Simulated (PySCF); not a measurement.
Isomers of C5H14P2, from PBE0-D3(BJ)/def2-SVP geometry optimisation, gas phase in PySCF. One conformer each, no zero-point energy, no frequencies.

Question: Which is lowest in electronic energy at this level?
A. `[CH3:1][PH:2][CH2:3][CH2:4][P:5]([CH3:6])[CH3:7]` with C1–P2–C3–C4 -64°, P2–C3–C4–P5 -41°, C3–C4–P5–C6 -167°: A = 2928, B = 962.3, C = 894.7 MHz, dipole 1.92 D
B. `[CH3:1][CH2:2][CH2:3][P:4]([CH3:5])[CH2:6][PH2:7]` with C1–C2–C3–P4 -176°, C2–C3–P4–C5 -71°, C3–P4–C6–P7 57°, P4–C6–P7–H 84° and 178°: A = 2493, B = 883.4, C = 776.8 MHz, dipole 0.42 D
C. `[CH3:1][CH:2]([CH3:3])[CH2:4][PH:5][CH2:6][PH2:7]` with C1–C2–C4–P5 173°, C2–C4–P5–C6 -178°, C4–P5–C6–P7 -167°, P5–C6–P7–H 51° and -43°: A = 5316, B = 587.2, C = 553.2 MHz, dipole 1.65 D
D. `[CH3:1][P:2]([PH2:3])[C:4]([CH3:5])([CH3:6])[CH3:7]` with C1–P2–P3–H -62° and -155°: A = 2238, B = 1357, C = 1124 MHz, dipole 0.93 D

Answer: D. That is `CC(C)(P(C)P)C`, 5.1 kcal/mol below the next.

| SMILES | mapped SMILES | E (Eh) | relative (kcal/mol) | relative (kJ/mol) | dipole (D) |
| --- | --- | --- | --- | --- | --- |
| CP(P)C(C)(C)C | [CH3:1][P:2]([PH2:3])[C:4]([CH3:5])([CH3:6])[CH3:7] | -880.83297 | 0.0 | 0.0 | 0.93 |
| CPCCP(C)C | [CH3:1][PH:2][CH2:3][CH2:4][P:5]([CH3:6])[CH3:7] | -880.82479 | 5.1 | 21.5 | 1.92 |
| CCCP(C)CP | [CH3:1][CH2:2][CH2:3][P:4]([CH3:5])[CH2:6][PH2:7] | -880.82083 | 7.6 | 31.9 | 0.42 |
| CC(C)CPCP | [CH3:1][CH:2]([CH3:3])[CH2:4][PH:5][CH2:6][PH2:7] | -880.81585 | 10.7 | 44.9 | 1.65 |
